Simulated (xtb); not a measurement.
2-bromopropane (C₃H₇Br), SMILES C(Br)(C)C. All values are semi-empirical tight-binding results from xtb (GFN2-xTB unless named), good for trends rather than for accurate numbers. Geometry optimised at GFN2-xTB.

```yaml
point_group_as_xtb_finds_it: Cs
orbital_gap: 4.97 eV
zero_point_energy: 58.1 kcal/mol
G − E(el) at 298.15 K (modified RRHO): 39.6 kcal/mol
static polarisability (D4 model): 58.7 bohr³
solvation energy, GFN2-xTB/ALPB(water): -1.9 kcal/mol
solvation energy, GFN2-xTB/ALPB(hexane): -3.8 kcal/mol
```
